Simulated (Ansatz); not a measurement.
`C[O][Mg][OH]` + silanol → `C[O][Mg][O][SiH3]` + H₂O  (ligand exchange at a Mg–O bond)

Calculated with Ansatz (gas phase, PBE0-D4/def2-TZVP geometries, no zero-point term in ΔE). CCSD(T)/CBS is the MP2 limit (def2-TZVPP, def2-QZVPP) plus CCSD(T) − MP2 in def2-TZVPP, frozen cores. This one scheme is used for every species. DFT in def2-TZVPP. For Mg outer-core shells are correlated without core-valence functions, which leaves a few kJ/mol of doubt a bond. One conformer a species, not always the lowest.

`C[O][Mg][OH]`:

```xyz
8

C    -0.308   -1.684   -0.335
O    -0.066   -0.359   -0.060
Mg    0.243    1.332    0.305
O     0.550    3.013    0.749
H    -0.411   -2.280    0.583
H     0.506   -2.135   -0.922
H    -1.235   -1.818   -0.913
H     0.721    3.932    0.593
```

`O[SiH3]`:

Cartesian coordinates in Å:
```
O 1.011 -0.409 0.672
Si -0.353 0.172 -0.045
H 1.668 -0.827 0.114
H -0.039 1.221 -1.054
H -1.170 0.751 1.045
H -1.116 -0.907 -0.731
```

`C[O][Mg][O][SiH3]`:

```xyz
11

C    -0.155   -3.133    0.917
O    -0.088   -1.813    0.530
Mg   -0.009   -0.133    0.041
O     0.074    1.582   -0.460
Si    0.155    3.125   -0.915
H     0.703   -3.418    1.542
H    -1.063   -3.340    1.501
H    -0.165   -3.810    0.051
H     0.133    3.256   -2.402
H    -0.994    3.912   -0.378
H     1.409    3.771   -0.426
```

H₂O:

```xyz
3

O     0.360   -0.146   -0.016
H    -0.083    0.386   -0.679
H    -0.277   -0.240    0.695
```

| level | ΔE (kcal/mol) |
| --- | --- |
| LC-ωPBE | -8.1 |
| MP2/def2-TZVPP | -9.5 |

(1) What does CCSD(T)/CBS give? (Estimate.)

Largest T1 diagnostic among the species: 0.011.

Results:

(1) The calculation gave: -10.5 kcal/mol. The listed levels differ from it by 2.4, 1.0 kcal/mol.

From BLYP to BHLYP (50 % exact exchange), in def2-TZVPP and without D4, ΔE moves by −1.3 kcal/mol. Leaving LDA and LC-ωPBE aside and taking each functional with its dispersion term where it has one, the values, not all of them listed here, spread over 1.4 kcal/mol, from B97M-V to PBE-D4.
